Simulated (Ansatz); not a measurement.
Species: sum formula SiH3S3 (charge 0, doublet). It need not be the lowest isomer of its formula. 
Coordinates optimised at B3LYP-D3(BJ)/def2-TZVP (Ansatz, a first-principles code):
```
Si
S 1 2.1471
H 2 1.3450 1 94.06
S 1 2.1602 2 102.04 3 168.86
H 4 1.3438 1 93.61 2 151.70
S 1 2.1657 2 108.73 3 -70.23
H 6 1.3453 1 94.30 2 161.15
```
Charge 0, spin multiplicity 2.

Computed values are from Ansatz. Valence correlation only, unless marked. Open shells are spin-unrestricted. Spin-orbit coupling is left out. Non-relativistic. Basis-set limits of correlation are two-point, X^-3; Hartree-Fock from the larger set.

Question: What is the total energy at CCSD(T)/CBS(aug-cc-pV(T+d)Z,aug-cc-pV(Q+d)Z)?

Answer: -1484.2364 Eh.

Question: What is the T1 diagnostic at CCSD/aug-cc-pV(Q+d)Z?

Answer: 0.016.

Question: What is the dipole moment at CCSD(T)/aug-cc-pV(D+d)Z?

Answer: 1.65 D.

Question: What is the atomisation energy De at CCSD(T)/CBS(aug-cc-pV(T+d)Z,aug-cc-pV(Q+d)Z)?

Answer: 484.5 kcal/mol.
